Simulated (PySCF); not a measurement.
These 2 structures share the formula C9H12O2S. Computed with PBE0-D3(BJ)/def2-SVP geometry optimisation, gas phase (PySCF). One conformer each; no zero-point energy, no entropy. No frequencies were run at this level. Point groups hold within 0.08 Å.

**Question.** Order them by energy at this level, lowest first, and give relative energies in kcal/mol.
A. `C#C[C@@H]1C[C@]2(C)CC[C@H]1S2(=O)=O`
B. `[CH3:1][CH:2]([CH3:3])[S:4](=[O:5])(=[O:6])[c:7]1[cH:8][cH:9][cH:10][cH:11][cH:12]1` with C1–C2–S4–O5 50°, C2–S4–C7–C8 97°

**Answer.** B (0.0), A (43.4).

As drawn, the lower has an aromatic ring, which the higher lacks; the higher has a C≡C bond, which the lower lacks.

```
                             SMILES      E (Eh)  E rel (kcal/mol)  dipole (D)  point group       A, B, C (MHz)
             CC(C)S(=O)(=O)c1ccccc1  -897.58982               0.0        4.81           C1  1627, 566.2, 534.6
C#C[C@@H]1C[C@]2(C)CC[C@H]1S2(=O)=O  -897.52073              43.4        4.45           C1  1449, 722.7, 693.2
```

**Question.** How do the relative energies change in single points at PBE0/pcSseg-1 (no added dispersion term) on the same geometries?

**Answer.** 
```
                             SMILES  PBE0-D3(BJ)/def2-SVP (kcal/mol)  PBE0/pcSseg-1 (kcal/mol)  shift
             CC(C)S(=O)(=O)c1ccccc1                              0.0                       0.0    0.0
C#C[C@@H]1C[C@]2(C)CC[C@H]1S2(=O)=O                             43.4                      43.5   +0.1
```

Each column counts from its own lowest isomer. The order is unchanged; the largest shift is 0.1 kcal/mol.
